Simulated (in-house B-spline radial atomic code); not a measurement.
The numbers below are computed, except where a source is named.
**Softness against transferability: the 4d channel of Sb**

Sb, [Kr] 4d10 5s2 5p3, non-relativistic PBE, spherical and spin-unpolarised, from a B-spline radial code for spherical atoms (atomic units). The all-electron 4d level is ε = -1.295322 hartree, its outermost node lies just inside 0.38 bohr and its outer maximum at 0.84 bohr.

Troullier-Martins pseudo-orbitals are made for several radii. The cutoffs (hartree) are the plane-wave energies beyond which the orbital holds less than the named kinetic energy per electron. The phase error is the difference, pseudo minus all-electron, of arctan(R P'/P) at R = 1.48 bohr for all radii, half a hartree below and above the level.

| r_c (bohr) | V_l(0) (hartree) | cutoff for 10 mEh | for 1 mEh | for 0.1 mEh | phase error at ε − 0.5 (mrad) | at ε + 0.5 (mrad) |
| --- | --- | --- | --- | --- | --- | --- |
| 0.63 | -140.14 | 273 | 407 | > 450 | -3.4 | -0.9 |
| 0.73 | -55.23 | 123 | 153 | 248 | -2.0 | -0.5 |
| 0.84 | -26.29 | 51.6 | 89.2 | 156 | -1.2 | -0.3 |
| 0.95 | -20.16 | 40.5 | 52.4 | 64.1 | -0.9 | -0.2 |
| 1.06 | -19.06 | 39.4 | 49.6 | 60.1 | -0.7 | -0.1 |
| 1.18 | -18.65 | 38.7 | 48 | 71.5 | -0.5 | -0.1 |

Problem. Which radius needs the lowest cutoff for 1 mEh while both phase errors stay within 1.3 mrad?

Solution. The radii within that limit are 0.84, 0.95, 1.06, 1.18 bohr; of these r_c = 1.18 needs the least, 48 hartree, that is 96 Ry or 1306 eV.

Problem. What does the larger radius buy, and what does it cost?

Solution. From r_c = 0.63 to 1.18 bohr the cutoff for 1 mEh goes from 407 to 48 hartree, a factor of 8.48, against 3.51 for a pure 1/r_c² scaling, end to end; step by step it is 407, 153, 89.2, 52.4, 49.6, 48, and for 0.1 mEh > 450, 248, 156, 64.1, 60.1, 71.5; the number of plane waves goes as the cutoff to the power 3/2, here a factor of 24.7. The larger of the two phase errors is least at r_c = 1.18 bohr, 0.5 mrad; it is 3.4 at the smallest radius and 0.5 at the largest, so in this scan the atom's own scattering shows no cost of a large radius. These errors test the reference atom alone. The smallest radius lies well inside the outer maximum, where the nodeless form must bend sharply to keep the norm, so it is both harder and scatters less well than the next. Large radii also let the cores of neighbours overlap, which an atom doesn't show.
